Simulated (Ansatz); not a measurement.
Cl2Sr (SMILES [Cl][Sr][Cl]), singlet, geometry from GFN2-xTB (such geometries of metal compounds can be far from the true shape) (core potentials on Sr); Ansatz (an electronic-structure program) with B3LYP/def2-TZVP.

Here is a job for Ansatz.
Ansatz 0.2 input:
```yaml
crystal:
  periodic: [false, false, false]
  atoms:
    - {symbol: Sr, position_ang: [0.29122395, -0.61094818, 0.12088586]}
    - {symbol: Cl, position_ang: [1.08031446, 1.07365832, -1.54654975]}
    - {symbol: Cl, position_ang: [-1.73128564, 0.29199055, 1.27633429]}
basis:
  gaussian:
    orbitals: def2-TZVP
hamiltonian:
  xc: b3lyp
accuracy: high
```

It wrote (shortened):

```
Functional definition: B3LYP
1659 factors; integrals over basis functions are off by at most 3.3e-9 eV
mean field evaluation 1: about -25884.7404 eV, gradient 3.1e1 eV
mean field evaluation 2: about -25881.8738 eV, gradient 4.8e1 eV
mean field evaluation 4: about -25887.4161 eV, gradient 1.6e0 eV
mean field evaluation 8: about -25887.5624 eV, gradient 2.4e-1 eV
mean field evaluation 16: about -25887.5626 eV, gradient 3.6e-6 eV
mean field -25887.56258385 eV, -951.3503777364 hartree, gradient 2.2e-8 eV, S^2 0.000000; 0 other end points of the search recorded, 0 dependent functions left out
reference -25887.56261901 eV, -951.3503790284 hartree; 22, 22 occupied and 85, 85 virtual orbitals, 1659 factors
Total energy: -25887.56261901 eV, -951.3503790284 hartree
```
